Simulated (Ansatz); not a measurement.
FH3O2Si2: the same geometry under several functionals.

```yaml
crystal:
  periodic: [false, false, false]
  atoms:
    - {symbol: O, position_ang: [-0.891339, 0.671748, 1.356214]}
    - {symbol: Si, position_ang: [0.549103, 0.031116, 1.150347]}
    - {symbol: O, position_ang: [1.123838, -0.386243, -0.218993]}
    - {symbol: Si, position_ang: [0.411248, -0.067730, -1.917029]}
    - {symbol: F, position_ang: [-1.068159, 0.492085, -1.258148]}
    - {symbol: H, position_ang: [-1.346572, 0.749241, 0.487436]}
    - {symbol: H, position_ang: [1.344610, -0.018020, 2.379115]}
    - {symbol: H, position_ang: [-0.030627, -1.529296, -2.034842]}
basis:
  gaussian: {orbitals: def2-TZVPP}
hamiltonian: {xc: {name: CAM-B3LYP}, dispersion: d4}
output: {orbitals: {seedname: orbitals}}
```

```sh
$ ansatz run in.yaml --threads 2 --pin off --events-out ev --progress --plain --max-ram 4352MiB
```

It prints (some lines left out):

```
Functional definition: CAM-B3LYP
1217 factors; their error is unknown
276 factors; integrals over basis functions are off by at most 1.6e-5 eV
mean field evaluation 1: about -22610.5327 eV, gradient 7.7e1 eV
mean field evaluation 2: about -22599.5194 eV, gradient 1.1e2 eV
mean field evaluation 4: about -22619.6317 eV, gradient 6.6e0 eV
mean field evaluation 8: about -22619.6981 eV, gradient 1.4e-1 eV
mean field evaluation 16: about -22619.7301 eV, gradient 1.3e-4 eV
mean field -22619.73007733 eV, -831.2597481382 hartree, gradient 2.0e-5 eV, S^2 0.000000; 0 other end points of the search recorded, 0 dependent functions left out
reference -22619.73020241 eV, -831.2597527347 hartree; 28, 28 occupied and 191, 191 virtual orbitals, 1217 factors
Total energy: -22619.91260143 eV, -831.2664557750 hartree
```

Run time 9 s (2 threads of an Arm Neoverse N1 on a shared host); peak host memory 0.56 GiB.

The same input with `hamiltonian: {xc: {name: wB97M-V}}` and forces (abridged; 30 s):

```
Functional definition: wB97M-V
mean field evaluation 16: about -22618.4192 eV, gradient 1.5e-4 eV
mean field -22618.41924891 eV, -831.2115760823 hartree, gradient 5.2e-5 eV, S^2 0.000000
Total energy: -22618.41929677 eV, -831.2115778411 hartree
Atom 0 force    -0.005284    -0.047619    -0.034928 eV/Å
Atom 1 force     0.169153     0.105420     0.008402 eV/Å
Atom 2 force     0.059714    -0.052278     0.421164 eV/Å
Atom 3 force     0.090772    -0.056365    -0.468498 eV/Å
Atom 4 force    -0.158901     0.031337     0.153361 eV/Å
Atom 5 force    -0.006351     0.007058     0.040189 eV/Å
Atom 6 force    -0.144585    -0.055252    -0.174345 eV/Å
Atom 7 force    -0.004520     0.067698     0.054655 eV/Å
Dipole moment:     0.143285    -0.010847     1.208481 e Å
```

Changing it to `hamiltonian: {xc: {name: r2SCAN0}, dispersion: d4}` (abridged; 14 s):

```
Functional definition: r2SCAN0
mean field evaluation 16: about -22615.2339 eV, gradient 1.5e-4 eV
mean field -22615.23390491 eV, -831.0945168493 hartree, gradient 5.2e-5 eV, S^2 0.000000
Total energy: -22615.29204255 eV, -831.0966533682 hartree
```

Changing it to `hamiltonian: {xc: {name: r2SCANh}, dispersion: d4}` (abridged; 13 s):

```
Functional definition: r2SCANh
mean field evaluation 16: about -22616.0273 eV, gradient 5.0e-5 eV
mean field -22616.02729048 eV, -831.1236732314 hartree, gradient 5.0e-5 eV, S^2 0.000000
Total energy: -22616.07945352 eV, -831.1255901875 hartree
```

The same input with `hamiltonian: {xc: {name: B3LYP}, dispersion: d4}` and forces (abridged; 11 s):

```
Functional definition: B3LYP
mean field evaluation 16: about -22622.2987 eV, gradient 2.8e-5 eV
mean field -22622.29868584 eV, -831.3541427598 hartree, gradient 2.8e-5 eV, S^2 0.000000
Total energy: -22622.64540708 eV, -831.3668845302 hartree
Atom 0 force    -0.128469     0.062735    -0.031465 eV/Å
Atom 1 force     0.203256    -0.090211     0.330588 eV/Å
Atom 2 force     0.087760    -0.020462    -0.045187 eV/Å
Atom 3 force     0.091187    -0.123313    -0.208864 eV/Å
Atom 4 force    -0.167911     0.081676     0.036371 eV/Å
Atom 5 force    -0.059503     0.029020     0.026295 eV/Å
Atom 6 force    -0.049236     0.018850    -0.085728 eV/Å
Atom 7 force     0.022916     0.041705    -0.022010 eV/Å
Dipole moment:     0.141420    -0.010263     1.090859 e Å
```

The same input with `hamiltonian: {xc: lda}` (abridged; 3.5 s):

```
Functional definition: SPW92
mean field evaluation 16: about -22511.7684 eV, gradient 3.9e-4 eV
mean field -22511.76841299 eV, -827.2922301527 hartree, gradient 2.4e-5 eV, S^2 0.000000; 1 other end points of the search recorded, 0 dependent functions left out
Total energy: -22511.76845127 eV, -827.2922315596 hartree
```

B3LYP takes the VWN-RPA correlation (the form of Gaussian; ORCA's B3LYP/G).
